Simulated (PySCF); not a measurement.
From one molecule to another.

First species: C4H13FOSi3.
InChI=1S/C4H13FOSi3/c1-2-9-6-4(7)3-8-5/h3H,2,8-9H2,1,7H3/b4-3-

Second species: C8H13OP.
SMILES with atom numbers: `[CH2:1]=[CH:2][P:3]([CH2:4][C:5]([CH3:6])=[O:7])[CH:8]1[CH2:9][CH2:10]1` (hydrogens: H11, H12 on C1; H13 on C2; H14, H15 on C4; H16, H17, H18 on C6; H19 on C8; H20, H21 on C9; H22, H23 on C10)

Levels: PBE0/pcSseg-1 for dipole moment, HOMO energy, LUMO energy and HOMO–LUMO gap; GFN2-xTB for rotational constant A and rotational constant C. Geometries: GFN2-xTB. Each structure is a single optimised conformer of the isolated species, non-relativistic unless stated; the electronic structure was computed with PySCF and density fitting.

The conformers computed, where there is a choice (atom-mapped SMILES and torsion angles):
- `[CH3:1][CH2:2][SiH2:3][O:4]/[C:5]([SiH3:6])=[CH:7]/[SiH2:8][F:9]`: C1–C2–Si3–O4 176°, C2–Si3–O4–C5 180°, Si3–O4–C5–Si6 178°, C5–C7–Si8–F9 176°
- `[CH2:1]=[CH:2][P:3]([CH2:4][C:5]([CH3:6])=[O:7])[CH:8]1[CH2:9][CH2:10]1`: C1–C2–P3–C4 -138°, C2–P3–C4–C5 -72°, P3–C4–C5–C6 -77°, C2–P3–C8–C9 104°

```json
{"property": "dipole moment", "column X": "2.58 D", "column Y": "3.02 D"}
{"property": "HOMO energy", "column X": "-7.41 eV", "column Y": "-6.75 eV"}
{"property": "LUMO energy", "column X": "-0.75 eV", "column Y": "-0.68 eV"}
{"property": "HOMO–LUMO gap", "column X": "6.66 eV", "column Y": "6.07 eV"}
{"property": "rotational constant A", "column X": "1.496 GHz", "column Y": "1.780 GHz"}
{"property": "rotational constant C", "column X": "0.322 GHz", "column Y": "0.584 GHz"}
```

**Question.** Which column belongs to which species?

**Answer.** Column X is the first species and column Y the second. The first has 22 atoms and 96 electrons, the second 23 and 84.

**Question.** How does each property change from the first species to the second?

**Answer.** dipole moment +0.44 D; HOMO energy +0.66 eV; LUMO energy +0.07 eV; HOMO–LUMO gap -0.59 eV; rotational constant A +0.284 GHz; rotational constant C +0.262 GHz.

On the first: In atomic units the dipole is 1.02 e·bohr (1 au = 2.5417 D).

On the second: A dipole of 3.02 D is allowed in C1, and pure rotational transitions are dipole-allowed. In atomic units the dipole is 1.19 e·bohr (1 au = 2.5417 D).
